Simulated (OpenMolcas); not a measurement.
Mn4+, Tc4+, Re4+: d3 down the group

```
Program             : OpenMolcas
Method              : CASSCF
Basis               : ANO-RCC-VTZP
Scalar Hamiltonian  : DKH2, point nucleus
Spin-orbit coupling : state interaction with AMFI integrals over the reference wave functions, term energies averaged over their components
```

Active space for each ion: 3 electrons in 10 orbitals (d d).

Computed levels in cm-1 above 4F 3/2:

```tsv
Level	Mn4+	Tc4+	Re4+
4F 5/2	373	1041	4607
4F 7/2	882	2357	8904
4F 9/2	1513	3854	12368
4P 1/2	20081	14648	16941
4P 3/2	20240	14707	15170
2G 7/2	20410	16010	21097
4P 5/2	20697	16313	23147
2G 9/2	20939	16888	32716
2H 9/2	26999	21442	21723
weight of 4F in the lowest level (%)	100	99	89
```

Mixed levels, with the weight of the term that names them: Re4+ 4F 9/2 (74 %), Re4+ 4P 3/2 (54 %), Re4+ 2G 9/2 (56 %), Re4+ 2H 9/2 (57 %).

Measured, with the error of the calculation in %. Measured levels: Mn4+ from Corliss and Sugar, J. Phys. Chem. Ref. Data 6, 1253 (1977); Re4+ from the list in Brasseur, Gamrath and Quinet, At. Data Nucl. Data Tables 157, 101636 (2024).

```
 Level           Mn4+           Re4+
4F 5/2     359 (+4.0)    4853 (-5.1)
4F 7/2     835 (+5.6)    8973 (-0.8)
4F 9/2    1412 (+7.1)   11914 (+3.8)
4P 1/2  16434 (+22.2)  14325 (+18.3)
4P 3/2  16595 (+22.0)               
2G 7/2  17892 (+14.1)  19013 (+11.0)
4P 5/2  17049 (+21.4)  20922 (+10.6)
2G 9/2  18399 (+13.8)   30366 (+7.7)
2H 9/2   24975 (+8.1)   19967 (+8.8)
```

The fine-structure level 4F 9/2 changes by a factor of 8.17 from Mn4+ to Re4+.

Without spin-orbit coupling 4P lies 19602, 13454, 12580 cm-1 above 4F in that order; the difference to the level 4P 1/2, of either sign, comes from spin-orbit coupling, which also lowers the zero.

Without dynamic correlation excited terms often stand tens of per cent too high (terms of higher spin than the ground term too low), and those without a measured partner can miss by more than the paired ones. Active for correlation alone: 4d; no level in the range computed is led by a configuration that fills it, so any true level of that kind is missing (holds for Mn4+). Active for correlation alone: 5d; no level in the range computed is led by a configuration that fills it, so any true level of that kind is missing (holds for Tc4+). Active for correlation alone: 6d; no level in the range computed is led by a configuration that fills it, so any true level of that kind is missing (holds for Re4+). Computed and measured levels are paired by configuration, term and J; levels that our copy of the source lacks, or whose pairing is in doubt (as where it misses far off the trend of its configuration), stay unpaired and out of the deviations. Levels of configurations outside the active space are missing.
